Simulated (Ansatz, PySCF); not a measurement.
Gas-phase reaction (SMILES): O=C=S [sulfanylidenemethanone] + C (CH4) -> C=O (CH2O) [formaldehyde] + C=S (CH2S); bond separation energy.

Structures are relaxed separately at B3LYP-D3(BJ)/def2-TZVP in Ansatz (a program for electronic structure). Correlated levels leave the core frozen unless marked. Spin-orbit coupling is left out. Non-relativistic. Basis-set limits of correlation are two-point, X^-3; Hartree-Fock from the larger set. Unstable Hartree-Fock reference: C=S (CH2S). Thermal terms are rigid-rotor harmonic-oscillator values from B3LYP-D3(BJ) frequencies (PySCF) at 298.15 K and 1 atm. 1 Eh = 627.5095 kcal/mol.

| species | E, CCSD(T)/CBS(cc-pV(T+d)Z,cc-pV(Q+d)Z) (Ansatz) (Eh) | E, wB97X-V/def2-TZVPD (Ansatz) (Eh) | H - E (Eh) | G - E (Eh) |
|---|---|---|---|---|
| O=C=S | -511.00058 | -511.49858 | 0.01301 | -0.01326 |
| C (CH4) | -40.45816 | -40.51531 | 0.04840 | 0.02728 |
| C=O (CH2O) | -114.38801 | -114.51118 | 0.03033 | 0.00552 |
| C=S (CH2S) | -436.98242 | -437.41288 | 0.02854 | 0.00235 |

Problem. Work out ΔE and ΔH, ΔG, ΔS and the equilibrium constant at 298.15 K at the first level, then ΔH at the second.

Solution. 
1. ΔE = [(-114.38801) + (-436.98242)] - [(-511.00058) + (-40.45816)] = 0.08831 Eh = 55.4 kcal/mol at CCSD(T)/CBS(cc-pV(T+d)Z,cc-pV(Q+d)Z).
2. The terms H - E add up to -0.00254 Eh, so ΔH = (0.08831 + (-0.00254))×627.5095 = 53.8 kcal/mol.
3. The terms G - E add up to -0.00615 Eh, so ΔG = 51.6 kcal/mol, and ΔS = (-0.00254 - (-0.00615))×627509.5/298.15 = 7.6 cal/(mol K).
4. log10 K = -ΔG/(RT ln 10) = -37.8, with RT ln 10 = 1.3642 kcal/mol.
5. At wB97X-V/def2-TZVPD the same steps give ΔE = 56.4 and ΔH = 54.8 kcal/mol, a shift of +1.0 from the first level.
6. These values are not checked against measurement here, since the tables used lack a sound gas-phase enthalpy of formation for at least one species.
